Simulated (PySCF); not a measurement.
## Heteronuclear NMR

Molfile (atoms numbered from 1):
```
C7H12NP
     RDKit          3D

 21 21  0  0  0  0  0  0  0  0999 V2000
   -2.8542   -0.8736   -0.7057 C   0  0  0  0  0  0  0  0  0  0  0  0
   -2.4544    0.3031    0.1796 C   0  0  0  0  0  0  0  0  0  0  0  0
   -1.1153    0.8829   -0.1736 C   0  0  0  0  0  0  0  0  0  0  0  0
    0.0179    0.7311    0.5872 C   0  0  0  0  0  0  0  0  0  0  0  0
    1.1255    1.3340    0.0554 N   0  0  0  0  0  0  0  0  0  0  0  0
    2.4468    1.2284    0.6494 C   0  0  0  0  0  0  0  0  0  0  0  0
    3.1995   -0.0130    0.2024 C   0  0  0  0  0  0  0  0  0  0  0  0
    0.8781    1.9523   -1.1273 C   0  0  0  0  0  0  0  0  0  0  0  0
   -0.7633    1.8297   -1.6436 P   0  0  0  0  0  0  0  0  0  0  0  0
   -3.8358   -1.2791   -0.4144 H   0  0  0  0  0  0  0  0  0  0  0  0
   -2.1136   -1.6853   -0.6385 H   0  0  0  0  0  0  0  0  0  0  0  0
   -2.9120   -0.5690   -1.7622 H   0  0  0  0  0  0  0  0  0  0  0  0
   -2.4435   -0.0141    1.2363 H   0  0  0  0  0  0  0  0  0  0  0  0
   -3.2259    1.0884    0.1083 H   0  0  0  0  0  0  0  0  0  0  0  0
    0.1125    0.2071    1.5404 H   0  0  0  0  0  0  0  0  0  0  0  0
    2.3277    1.2397    1.7437 H   0  0  0  0  0  0  0  0  0  0  0  0
    3.0053    2.1386    0.3841 H   0  0  0  0  0  0  0  0  0  0  0  0
    3.3324   -0.0176   -0.8896 H   0  0  0  0  0  0  0  0  0  0  0  0
    2.6531   -0.9262    0.4811 H   0  0  0  0  0  0  0  0  0  0  0  0
    4.1938   -0.0501    0.6720 H   0  0  0  0  0  0  0  0  0  0  0  0
    1.7042    2.4626   -1.6250 H   0  0  0  0  0  0  0  0  0  0  0  0
  1  2  1  0
  2  3  1  0
  3  4  2  0
  4  5  1  0
  5  6  1  0
  6  7  1  0
  5  8  1  0
  8  9  2  0
  9  3  1  0
  1 10  1  0
  1 11  1  0
  1 12  1  0
  2 13  1  0
  2 14  1  0
  4 15  1  0
  6 16  1  0
  6 17  1  0
  7 18  1  0
  7 19  1  0
  7 20  1  0
  8 21  1  0
M  END
```

Equivalent nuclei averaged, no solvent, non-relativistic Hamiltonian, one computed conformer. Shielding tensors at PBE0/pcSseg-1 (GIAO); coordinates at the PBE0-D3(BJ)/def2-SVP level; PySCF 2.14.

**Question.** What are the ³¹P shifts?

**Answer.** 
| atoms | environment | σ (ppm) | δ (ppm) |
| --- | --- | --- | --- |
| P9 | phosphorus bonded to 2 C, in a 5-membered ring | 187.2 | 119.4 |

Shieldings were converted by a linear fit to measured shifts: ³¹P (scatter 18.7 ppm rms vs H3PO4, solution or neat liquid). A few per cent of atoms miss by over 2 rms, more outside the fitted compound classes.

On a 600 MHz spectrometer ³¹P resonates near 242.9 MHz, so 1 ppm is 242.9 Hz.

**Question.** Predict the ¹⁵N NMR data.

**Answer.** 
```tsv
atoms	environment	σ (ppm)	δ (ppm)
N5	pyrrole-type ring nitrogen	53.9	-199.8
```

Shieldings were converted by a linear fit to measured shifts: ¹⁵N (scatter 7.2 ppm rms vs CH3NO2, solution or neat liquid). Occasional misses reach two or three times the rms, and more in compound classes unlike the fitted ones.

On a 600 MHz spectrometer ¹⁵N resonates near 60.8 MHz, so 1 ppm is 60.8 Hz.
